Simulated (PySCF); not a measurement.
SMILES C[AsH][SiH2]OCOC, C$_{3}$H$_{11}$AsO$_{2}$Si

Molfile (atoms numbered from 1):
```
C3H11AsO2Si
     RDKit          3D

 18 17  0  0  0  0  0  0  0  0999 V2000
   -2.9049   -0.0540    0.6423 C   0  0  0  0  0  0  0  0  0  0  0  0
   -2.1847   -1.2420    0.3783 O   0  0  0  0  0  0  0  0  0  0  0  0
   -1.6948   -1.3110   -0.9153 C   0  0  0  0  0  0  0  0  0  0  0  0
   -0.7066   -0.3838   -1.1712 O   0  0  0  0  0  0  0  0  0  0  0  0
    0.6635   -0.2908   -0.2841 Si  0  0  0  0  0  4  0  0  0  0  0  0
    1.6529    1.5235   -1.3051 As  0  0  0  0  0  3  0  0  0  0  0  0
    3.4880    1.0324   -0.7537 C   0  0  0  0  0  0  0  0  0  0  0  0
   -3.1804   -0.0914    1.6935 H   0  0  0  0  0  0  0  0  0  0  0  0
   -2.2909    0.8309    0.4505 H   0  0  0  0  0  0  0  0  0  0  0  0
   -3.8075   -0.0052    0.0223 H   0  0  0  0  0  0  0  0  0  0  0  0
   -2.4968   -1.1430   -1.6532 H   0  0  0  0  0  0  0  0  0  0  0  0
   -1.2991   -2.3278   -1.0258 H   0  0  0  0  0  0  0  0  0  0  0  0
    0.3874   -0.1889    1.1581 H   0  0  0  0  0  0  0  0  0  0  0  0
    1.4016   -1.5620   -0.4186 H   0  0  0  0  0  0  0  0  0  0  0  0
    1.4264    2.4240   -0.1131 H   0  0  0  0  0  0  0  0  0  0  0  0
    3.5251    0.7095    0.2852 H   0  0  0  0  0  0  0  0  0  0  0  0
    3.8413    0.2142   -1.3813 H   0  0  0  0  0  0  0  0  0  0  0  0
    4.1706    1.8717   -0.8851 H   0  0  0  0  0  0  0  0  0  0  0  0
  1  2  1  0
  2  3  1  0
  3  4  1  0
  4  5  1  0
  5  6  1  0
  6  7  1  0
  1  8  1  0
  1  9  1  0
  1 10  1  0
  3 11  1  0
  3 12  1  0
  5 13  1  0
  5 14  1  0
  6 15  1  0
  7 16  1  0
  7 17  1  0
  7 18  1  0
M  END
```

Computed, not measured: GIAO B3LYP/pcSseg-1 magnetisability, rotational g tensor and spin-rotation constants, non-relativistic, gas phase in PySCF. Geometry: GFN2-xTB.

The calculation is non-relativistic, which matters for the atoms heavier than Zn.

(1) Give the nuclear spin-rotation constants along the inertial axes (H = +C I·J) beside the isotropic shieldings.

(2) How do the rotational constants and the g tensor change when H8, H9, H10, H11, H12, H13, H14, H15, H16, H17, H18 are replaced by deuterium?

## Answers

(1) Rotational constants 3.9321, 0.5834, 0.5635 GHz. A star marks the isotopologue with that one atom substituted, in its own axes.
```csv
atom,isotope,Caa (kHz),Cbb (kHz),Ccc (kHz),mean (kHz),σ (ppm)
As6,75As,4.643,0.634,0.694,1.990,1761.8
H8,1H,-0.258,-0.066,0.013,-0.104,28.1
H9,1H,0.095,-0.044,-0.057,-0.002,28.0
H10,1H,-0.234,-0.040,-0.022,-0.099,28.7
H11,1H,-0.332,-0.020,-0.009,-0.120,26.9
H12,1H,-0.376,0.031,-0.049,-0.131,26.7
H13,1H,-0.262,-0.050,0.022,-0.096,26.2
H14,1H,-0.326,0.026,-0.049,-0.116,26.9
H15,1H,-0.406,-0.044,-0.003,-0.151,29.2
H16,1H,-0.354,-0.053,-0.012,-0.140,30.6
H17,1H,-0.415,-0.033,-0.031,-0.160,31.3
H18,1H,-0.004,-0.057,-0.063,-0.041,31.0
C1,13C*,0.988,0.088,0.122,0.399,124.8
O2,17O*,-0.302,-0.084,-0.052,-0.146,269.2
C3,13C*,1.009,0.168,0.142,0.440,85.1
O4,17O*,-0.426,-0.084,-0.035,-0.182,269.4
Si5,29Si*,-2.234,-0.380,-0.385,-1.000,349.2
C7,13C*,0.501,0.065,0.060,0.209,185.9
```
For the geometry as given, no vibrational averaging.

(2) Constants 3.1053, 0.5211, 0.5026 GHz; g -0.0299, -0.0040, -0.0048, against -0.0378, -0.0044, -0.0054 before.
